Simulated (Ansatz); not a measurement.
Reaction (substitution at a C–C bond): `Cc1ccc[se]1` + `[NH2][AlH][SiH2]S` → `CS[SiH2][AlH][NH2]` + `c1cc[se]c1`

Calculated with Ansatz (gas phase, PBE0-D4/def2-TZVP geometries, no zero-point term in ΔE). CBS: MP2 limit from def2 TZ/QZ plus the TZ coupled-cluster correction, frozen cores. Functionals use def2-TZVPP. HSE06 is defined as in plane-wave codes. For Se outer-core shells are correlated without core-valence functions, which leaves a few kJ/mol of doubt a bond. Scalar relativity is left out up to krypton. Each species was taken in one conformer, which may not be the lowest.

(1) Is it downhill or uphill in electronic energy at CCSD(T)/CBS, and by how much? (Estimate.)

(2) What do these levels give: revPBE-D4, B97M-V, r2SCAN0-D4, HSE06-D4, B2PLYP, BHLYP, CAM-B3LYP, LC-ωPBE, HF/def2-SVP, HF/CBS(def2), MP2/CBS(def2), CCSD/CBS(def2)? (Best estimate.)

Largest T1 diagnostic among the species: 0.013.

Answers

(1) The calculation gave: Uphill: ΔE = +23.5 kJ/mol.

(2) Ansatz gave: revPBE-D4 20.0, B97M-V 24.2, r2SCAN0-D4 24.2, HSE06-D4 23.1, B2PLYP 24.6, BHLYP 26.4, CAM-B3LYP 26.3, LC-ωPBE 26.3, HF/def2-SVP 37.5, HF/CBS(def2) 28.8, MP2/CBS(def2) 23.9, CCSD/CBS(def2) 25.1 kJ/mol.

At CCSD(T), def2-SVP lies +12.1 kJ/mol from the extrapolated value and def2-TZVPP +2.6 kJ/mol. Leaving LDA and LC-ωPBE aside and taking each functional with its dispersion term where it has one, the values, not all of them listed here, spread over 5.9 kJ/mol, from revPBE-D4 to PBE-QIDH. LDA lies +3.9 kJ/mol from PBE without D4. From BLYP to BHLYP (50 % exact exchange), in def2-TZVPP and without D4, ΔE moves by +3.8 kJ/mol.
